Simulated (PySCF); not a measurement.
Compounds:

A. SMILES O=[P@]1(C=C)C(F)=CC(C)=C1C
B. `C/C=C\C=C\C#CCCl`
C. SMILES C=C(CC)C(=C)CCC

Spectrum 1. 1H NMR (300 MHz, computed): δ 7.25 (m, 1H), 6.88 (m, 1H), 5.98 (m, 1H), 5.95 (m, 1H), 1.94 (s, 3H), 1.91 (m, 3H). 13C{1H} NMR (computed): δ 178.3 (C), 148.5 (C), 147.6 (CH2), 136.9 (CH), 128.8 (C), 124.3 (CH), 18.3 (CH3), 10.3 (CH3).

Spectrum 2. 1H NMR (300 MHz, computed): δ 5.48 (br s, 1H), 5.45 (m, 1H), 5.31 (m, 1H), 5.22 (br s, 1H), 2.48 (q, 2H), 2.43 (t, 2H), 1.48 (m, 2H), 1.11 (t, 3H), 0.85 (t, 3H). 13C{1H} NMR (computed): δ 156.6 (C), 153.5 (C), 120.2 (CH2), 118.5 (CH2), 41.7 (CH2), 34.5 (CH2), 23.1 (CH2), 16.7 (CH3), 15.2 (CH3).

Spectrum 3. 1H NMR (300 MHz, computed): δ 7.21 (m, 1H), 6.29 (m, 1H), 5.90 (m, 1H), 5.77 (d, 1H), 4.53 (s, 2H), 1.99 (d, 3H). 13C{1H} NMR (computed): δ 145.1 (CH), 139.5 (CH), 135.6 (CH), 116.4 (CH), 97.8 (C), 96.8 (C), 39.2 (CH2), 17.4 (CH3).

[PySCF 2.14.0 with density-fitted response routines: σ from GIAO-PBE0/pcSseg-1; GFN2-xTB structure; no solvent; averaged over atoms made equivalent by symmetry, fast rotation or ring inversion; no relativistic terms; single conformer]

Shifts are taken against calculated references (same method and geometry level): TMS for 1H and 13C. Splittings of carbon signals by F and P are missing where no couplings were computed. Where no couplings were computed, multiplicities follow the n + 1 count of equivalent neighbours, and m marks all less simple cases (inequivalent or close neighbours, rings, F or P nearby). Shifts are as computed. Against solution values, carbons near 30 ppm lie about +3 ppm off and those near 130 ppm about +5 ppm; carbons on Cl a further +6 ppm. Of 1211 compounds with measured shifts, 218 miss one by over three times the rms of a fit or turn the order of signals round; such compounds aren't used in these exercises. Carbons bonded to Cl come out too deshielded.

Match each spectrum to its structure.

Results:

1–A, 2–C, 3–B.

- Spectrum 1 (A): 8 13C signals; δC 148.5 is a fully substituted alkene carbon; δC 147.6 is a terminal =CH2 carbon.
- Spectrum 2 (C): 9 13C signals; δC 156.6 is a fully substituted alkene carbon; δC 153.5 is a fully substituted alkene carbon.
- Spectrum 3 (B): 8 13C signals; δC 145.1 is an alkene CH; δC 139.5 is an alkene CH.
